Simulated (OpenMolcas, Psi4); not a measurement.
## A ladder of methods for C2H6Cd (dimethylcadmium)

C2H6Cd: 9 atoms, total charge 0, spin state singlet. As SMILES, `[CH3][Cd][CH3]`. Geometry: relaxed at PBE0-D4/def2-TZVP.

Quantity: the HOMO–LUMO gap, in eV. The values are calculated.

| level | kind | program | value (eV) | CPU time |
| --- | --- | --- | --- | --- |
| SVWN5/def2-SVP (core potential) | LDA | OpenMolcas | 5.10 | 24 s |
| PBE/def2-SVP (core potential) | GGA | OpenMolcas | 5.06 | 36 s |
| TPSS/def2-SVP (core potential) | meta-GGA | OpenMolcas | 5.23 | 47 s |
| r2SCAN/def2-SVP (core potential) | meta-GGA | OpenMolcas | 5.62 | 44 s |
| PBE0-D4/def2-SVP (density fitting, core potential) | global hybrid | Psi4 | 6.83 | 9.3 s |
| PBE0/def2-SVP (core potential) | global hybrid | OpenMolcas | 6.83 | 33 s |
| wB97X-D/def2-SVP (density fitting, core potential) | range-separated hybrid | Psi4 | 10.14 | 5.3 s |
| B2PLYP/def2-SVP (core potential) | double hybrid | OpenMolcas | 8.46 | 22 s |

The values span 5.06 to 10.14 eV. Orbital gaps aren't excitation energies, and those of double hybrids come from the SCF part alone; they tend to grow with the share of exact exchange. Times are those of the runs behind each value, whatever else they computed, on shared processors of several kinds: orders of magnitude only.
